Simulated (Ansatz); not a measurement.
Cartesian coordinates (Å):
SMILES: c1(F)cc2-c(ccc2)cc(B)c1
```xyz
20

B      2.9430    -1.5328    -0.3293
C      1.7162    -0.6093    -0.2127
C      1.9406     0.7847    -0.3454
C      1.0591     1.8540    -0.2901
F      1.6180     3.0736    -0.4600
C     -0.3258     1.8790    -0.0853
C     -1.1728     0.8012     0.1178
C     -2.5678     0.8731     0.3210
C     -3.0614    -0.4319     0.4873
C     -2.0029    -1.3554     0.3948
C     -0.8035    -0.6490     0.1657
C      0.4567    -1.2162     0.0180
H      4.0394    -1.0676    -0.5252
H      2.8148    -2.7285    -0.2251
H      2.9762     1.0898    -0.5214
H     -0.7711     2.8787    -0.0899
H     -3.1495     1.7941     0.3424
H     -4.1067    -0.6902     0.6617
H     -2.0807    -2.4386     0.4834
H      0.4781    -2.3086     0.0923
```
Charge 0, multiplicity 1.

Method: frozen-core CCSD(T)/cc-pVDZ // B3LYP-D3(BJ)/def2-SVP (Ansatz, a program for electronic structure). The restricted HF reference is unstable towards unrestricted orbitals.

```json
{
  "HF energy": "-507.42557 Ha",
  "MP2 correlation energy": "-1.56831 Ha"
}
```

Task: Estimate the CCSD correlation energy, the (T) correction, the total energy and the T1 diagnostic.

Result: 
```
Item                             Value
-----------------------  -------------
CCSD correlation energy    -1.61906 Ha
(T) correction             -0.07613 Ha
CCSD(T) total energy     -509.12076 Ha
T1 diagnostic                    0.014
```
